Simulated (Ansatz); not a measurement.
Coupled-cluster run, F4H2O2SSi2 (`O[Si](F)(F)S[Si](O)(F)F`).

```yaml
crystal:
  periodic: [false, false, false]
  atoms:
    - {symbol: O, position_ang: [-1.501221, 1.528509, 1.925913]}
    - {symbol: Si, position_ang: [-1.188386, 0.593840, 0.653201]}
    - {symbol: F, position_ang: [-2.530881, 0.480228, -0.153232]}
    - {symbol: F, position_ang: [-0.820140, -0.892980, 1.093275]}
    - {symbol: S, position_ang: [0.399291, 1.366691, -0.491237]}
    - {symbol: Si, position_ang: [1.148228, -0.450318, -1.297232]}
    - {symbol: O, position_ang: [1.763643, -1.481635, -0.226708]}
    - {symbol: F, position_ang: [0.012807, -1.134920, -2.154161]}
    - {symbol: F, position_ang: [2.316985, -0.033298, -2.261115]}
    - {symbol: H, position_ang: [-0.775988, 1.851759, 2.462441]}
    - {symbol: H, position_ang: [1.175663, -1.827878, 0.448846]}
basis:
  gaussian: {orbitals: def2-TZVPP}
correlation: {method: ccsd_t}
output: {orbitals: {seedname: orbitals}}
```

```sh
$ ansatz run in.yaml --threads 3 --pin off --events-out ev --progress --plain --backend cuda
```

Log, shortened:

```
Functional definition: HF
2135 factors; integrals over basis functions are off by at most 8.6e-4 eV
mean field evaluation 1: about -41484.7372 eV, gradient 6.6e1 eV
mean field evaluation 2: about -41485.1830 eV, gradient 6.7e1 eV
mean field evaluation 4: about -41492.2028 eV, gradient 3.5e0 eV
mean field evaluation 8: about -41492.2927 eV, gradient 3.5e-1 eV
mean field -41492.29313851 eV, -1524.8136483539 hartree, gradient 9.7e-6 eV, S^2 0.000000; 0 other end points of the search recorded, 0 dependent functions left out
21 core orbitals not correlated: weight in the atoms' cores, before any rotation towards them, 1.000 or more for the frozen orbitals, at most 0.000 for the correlated occupied ones
reference -41492.29313851 eV, -1524.8136483539 hartree; 28, 28 occupied and 291, 291 virtual orbitals, 2135 factors
second order -50.66739438 eV of doubles, -0.00000000 eV of singles
cycle   1  -50.02692964 eV  change    6.4e-1 eV  update   1.4e-1
cycle   2  -50.99141433 eV  change   -9.6e-1 eV  update   3.9e-2
cycle   3  -51.21346642 eV  change   -2.2e-1 eV  update   1.9e-2
cycle   4  -51.18318249 eV  change    3.0e-2 eV  update   3.9e-3
cycle   5  -51.17783439 eV  change    5.3e-3 eV  update   1.5e-3
cycle   6  -51.17926349 eV  change   -1.4e-3 eV  update   4.7e-4
cycle   7  -51.17904068 eV  change    2.2e-4 eV  update   1.5e-4
cycle   8  -51.17885959 eV  change    1.8e-4 eV  update   4.7e-5
cycle   9  -51.17885090 eV  change    8.7e-6 eV  update   1.6e-5
perturbative correction -1.72378686 eV, -0.0633479988 hartree
Total energy: -41545.19577628 eV, -1526.7577844331 hartree
```

Hardware: 3 threads of an AMD EPYC 7R13 on a shared host and a share of an NVIDIA H100 80 GB. Wall time 18 s, peak host memory 0.86 GiB.

The correlation energy is -52.903 eV, 3.3 % of it from (T); the T1 diagnostic reads 0.0120.
